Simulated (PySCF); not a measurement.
YCl2, SMILES [Cl][Y][Cl] (connectivity only; charge and spin as stated), neutral, multiplicity 2.

Geometry: PBE0-D3(BJ)/def2-TZVP. The spin state was assumed, not searched. The isomer is the one that the SMILES or the coordinates give; other isomers of the formula were not compared. The def2 effective core potentials stand for the cores of Y; spin–orbit coupling is left out.

Level of theory: TDA-ωB97X/def2-SVPD run with PySCF.

Vertical excitations. The molecule is in vacuum.

```csv
state,energy (eV),λ (nm),f,main pairs
root 1,0.81,1532,0.013,"α HOMO→LUMO 85 %, α HOMO→LUMO+4 14 %"
root 2,0.82,1513,0.014,α HOMO→LUMO+1 89 %
root 3,1.56,794,0.000,α HOMO→LUMO+3 99 %
root 4,1.71,727,0.018,α HOMO→LUMO+2 89 %
root 5,2.95,421,0.133,α HOMO→LUMO+5 80 %
root 6,3.28,378,0.271,"α HOMO→LUMO+4 81 %, α HOMO→LUMO 14 %"
root 7,4.89,254,0.051,α HOMO→LUMO+6 80 %
root 8,4.99,249,0.117,α HOMO→LUMO+7 79 %
root 9,5.33,233,0.041,α HOMO→LUMO+8 80 %
root 10,5.71,217,0.006,β HOMO→LUMO 97 %
```
Unrestricted roots are not spin-pure.
